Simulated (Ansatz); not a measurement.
This geometry of BClFH3O (7 atoms, charge 0, multiplicity 1) is a first-order saddle point.

All numbers below come from RKS PBE0-D4/def2-SVP (Ansatz 0.2.0).

```xyz
7
Properties=species:S:1:pos:R:3
B 0.053 -0.303 -0.079
Cl -0.058 0.148 2.127
H 1.065 0.248 -0.406
F -1.120 -0.011 -0.628
O 0.162 -1.717 0.339
H -0.684 -2.165 0.188
H 0.119 -1.229 1.485
```

Problem. Which two structures does it join? (They come from a converged band through this point; their orientation in space is the band's.)

Solution. Bonds broken: B1–Cl2, O5–H7. Bonds formed: Cl2–H7. BClFH3O becomes BFH2O + ClH.

First end point:

```xyz
7
Properties=species:S:1:pos:R:3
B 0.052 -0.085 0.157
Cl -0.068 0.561 1.877
H 1.064 0.204 -0.431
F -1.117 -0.030 -0.536
O 0.167 -1.745 0.456
H -0.645 -2.122 0.078
H 0.084 -1.812 1.424
```

Last end point:

```xyz
7
Properties=species:S:1:pos:R:3
B -0.127 -0.374 -0.625
Cl 0.702 -0.456 3.281
H 0.482 0.636 -0.401
F -0.601 -0.628 -1.836
O -0.335 -1.268 0.368
H -0.835 -2.048 0.093
H 0.250 -0.892 2.145
```

Problem. How far does it lie above each of them?

Solution. 14.9 kcal/mol above the first and 18.6 kcal/mol above the second. This is the barrier of this one path; another mechanism may lie lower. The orbitals stay closed-shell, which can raise the energy where a bond breaks towards radicals; this wasn't checked here.

Time of the run: 4.8 min on 1 thread of AMD EPYC 7R43 64-Core Processor (Zen 3), with other jobs on the host, peak memory 0.18 GiB.
